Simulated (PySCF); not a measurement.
## Assigning NMR signals

Geometry:
| atom | x (Å) | y (Å) | z (Å) |
| --- | --- | --- | --- |
| C1 | 2.688 | -1.089 | 0.558 |
| Si2 | 0.882 | -0.597 | 0.917 |
| Si3 | -0.808 | -2.031 | 0.162 |
| C4 | -1.462 | -0.563 | -0.904 |
| Si5 | -0.174 | 0.865 | -0.615 |
| Si6 | -1.181 | 2.879 | -0.091 |
| H7 | 2.821 | -1.338 | -0.491 |
| H8 | 2.994 | -1.951 | 1.143 |
| H9 | 3.369 | -0.276 | 0.792 |
| H10 | 0.866 | -0.218 | 2.346 |
| H11 | -1.839 | -2.511 | 1.091 |
| H12 | -0.469 | -3.191 | -0.673 |
| H13 | -1.562 | -0.824 | -1.957 |
| H14 | -2.462 | -0.263 | -0.590 |
| H15 | 0.590 | 1.019 | -1.876 |
| H16 | -1.885 | 3.532 | -1.199 |
| H17 | -0.202 | 3.853 | 0.400 |
| H18 | -2.174 | 2.710 | 0.975 |

- shieldings: GIAO PBE0/pcSseg-1
- GFN2-xTB structure
- code: PySCF 2.14.0 with density-fitted response routines
- single conformer, no solvent model, equivalent nuclei averaged, relativity neglected

δ = σ(ref) − σ, references computed at the same level: TMS for ¹³C, ¹H.

Problem. Assign these signals to the numbered atoms. ¹³C{¹H} NMR (computed): δ -4.0 (CH3), -10.5 (CH2).

Solution. 
| δ (ppm) | atoms | environment | reason |
| --- | --- | --- | --- |
| -4.0 | C1 | methyl carbon bonded to Si | an electropositive neighbour leaves it electron-rich and shielded |
| -10.5 | C4 | sp3 CH2 bonded to 2 Si | an electropositive neighbour leaves it electron-rich and shielded |

Problem. Assign these signals to the numbered atoms. ¹H NMR (400 MHz, computed): δ 5.05 (m, 1H), 4.77 (m, 1H), 4.76 (m, 1H), 4.68 (m, 1H), 3.55 (d, 3H), 0.64 (m, 1H), 0.49 (d, 3H), 0.42 (m, 1H).

Solution. 
| δ (ppm) | atoms | environment | reason |
| --- | --- | --- | --- |
| 5.05 | H10 | hydrogen on a silicon bonded to C, 2 Si, in a 4-membered ring | – |
| 4.77 | H11 | hydrogen on a silicon bonded to C, Si, in a 4-membered ring | – |
| 4.76 | H15 | hydrogen on a silicon bonded to C, 2 Si, in a 4-membered ring | – |
| 4.68 | H12 | hydrogen on a silicon bonded to C, Si, in a 4-membered ring | – |
| 3.55 | H16/H17/H18 | hydrogen on a silicon bonded to Si | – |
| 0.64 | H13 | hydrogen on an sp3 CH2 bonded to 2 Si | an electropositive neighbour shields it, as in TMS itself |
| 0.49 | H7/H8/H9 | hydrogen on a methyl carbon bonded to Si | an electropositive neighbour shields it, as in TMS itself |
| 0.42 | H14 | hydrogen on an sp3 CH2 bonded to 2 Si | an electropositive neighbour shields it, as in TMS itself |

H11 and H15; H15 and H12; H7/H8/H9 and H14 lie closer than the usual error of such a calculation, so a measured spectrum could show them in the other order.

Shifts are as computed. Against solution values, carbons near 30 ppm lie about +3 ppm off and those near 130 ppm about +5 ppm. Of 1211 compounds with measured shifts, 218 miss one by over three times the rms of a fit or turn the order of signals round; such compounds aren't used in these exercises. Multiplicities follow the n + 1 count of equivalent neighbours, as no J values were calculated; m marks all less simple cases, F and P coupling included.
